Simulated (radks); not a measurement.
Values are calculated unless marked as measured or tabulated.
Spherical quantum dot in the effective-mass picture: electrons in a parabolic well V = omega^2 r^2 / 2 with omega = 4.82, with a point charge +1 (a donor) at the centre, all in effective atomic units (hartree* = m*/eps^2 hartree, bohr* = eps/m* bohr), one dielectric constant everywhere. Level of theory: non-relativistic Kohn-Sham, r2SCAN, spin-polarised, spherical densities, generalised Kohn-Sham scheme (a radial shooting solver with Libxc functionals). Levels are named by radial order and angular momentum (1s, 1p, 1d, 2s, ...), and open shells are averaged over m.

N = 17, configuration 1s2 1p6 1d(up 5, down 2) 2s2. This is the lowest configuration that the search found. Occupied and some empty levels:

level    occupation  eigenvalue (hartree*)  <r> (bohr*)
1s up             1                 24.470       0.5784
1s down           1                 24.557       0.5733
1p up             3                 28.312       0.7885
1p down           3                 28.471       0.7864
2s up             1                 31.853       0.8257
2s down           1                 31.980       0.8291
1d up             5                 32.056       0.9274
1d down           2                 32.246       0.9279
1f up             0                 35.964        1.039
1f down           0                 36.163        1.041
2p up             0                 36.366       0.9509
2p down           0                 36.497       0.9520
1g up             0                 40.034        1.136
1g down           0                 40.234        1.139

Energy (hartree*): total 358.541, kinetic 94.466, external 125.91, Hartree 156.38, exchange-correlation -18.216.
